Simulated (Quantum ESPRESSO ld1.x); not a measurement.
Question: The table gives one normalised radial function P(r) = r R(r) of I29+ in [Ar] 3d6 (r in bohr). Calculated with ld1.x of Quantum ESPRESSO 7.5: scalar-relativistic Kohn-Sham, LDA (Slater exchange, Perdew-Wang correlation), spin-polarised, spherical densities, point nucleus; open shells are filled with parallel spins first (spin-orbit coupling, left out, can overturn this in heavy ions).

r,P
0.00147,0.0000
0.002041,0.0001
0.002856,0.0002
0.003965,0.0004
0.005504,0.0010
0.007641,0.0024
0.01069,0.0060
0.01484,0.0146
0.0206,0.0347
0.02883,0.0813
0.04002,0.1783
0.05556,0.3665
0.07713,0.6914
0.1079,1.1754
0.1498,1.6911
0.208,1.9915
0.291,1.7928
0.404,1.1361
0.5609,0.4462
0.7786,0.0900

Which n and l does it have? It may be an empty orbital.

Answer: n = 3, l = 2: the number of nodes gives n - l - 1 = 0, the rise at small r (about r^(l+1), flatter next to the nucleus through relativity) gives l, and the extent must fit the shell. The curve is that of 3d down; the table hardly tells the two spins apart. 3d down: eigenvalue -1679.6 eV, 0 radial nodes, <r> = 0.266 bohr, 90 % of the charge inside 0.412 bohr.
